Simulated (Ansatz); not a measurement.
Computed with Ansatz on PBE0-D4/def2-TZVP structures; ΔE is electronic, products minus reactants. CCSD(T)/CBS is the MP2 limit (def2-TZVPP, def2-QZVPP) plus CCSD(T) − MP2 in def2-TZVPP, frozen cores. DFT in def2-TZVPP. One conformer a species, not always the lowest.

Reaction (isomerisation): `C1=C[SiH2]C=C1` → `C=CC1=C[SiH2]1`

```tsv
level	ΔE (kJ/mol)
B97M-V	127.8
r2SCAN0-D4	140.4
BLYP	124.1
r2SCAN	135.3
BHLYP	140.7
CAM-B3LYP	139.2
HF/def2-QZVPP	141.4
MP2/def2-QZVPP	143.3
```

What does CCSD(T)/CBS give? (Best estimate.)

Ansatz gave: +144.6 kJ/mol. The listed levels differ from it by -16.8, -4.2, -20.5, -9.3, -3.9, -5.4, -3.2, -1.3 kJ/mol.

Largest T1 diagnostic among the species: 0.013.

From r2SCAN to r2SCAN0 (25 % exact exchange), in def2-TZVPP and without D4, ΔE moves by +4.6 kJ/mol. The D4 term adds +5.1 kJ/mol with B3LYP and +2.3 kJ/mol with PBE0; it sums over pairs of atoms, weighted by their polarisabilities, and B3LYP, whose exchange is more repulsive, gets the larger term. At CCSD(T), def2-SVP lies −4.2 kJ/mol from the extrapolated value and def2-TZVPP −0.4 kJ/mol.

CCSD(T)/CBS has its own doubt, a few kJ/mol and more with outer-core shells, so smaller differences from it don't rank the levels.

B3LYP here is the variant with VWN-RPA as its local correlation; programs differ in this.
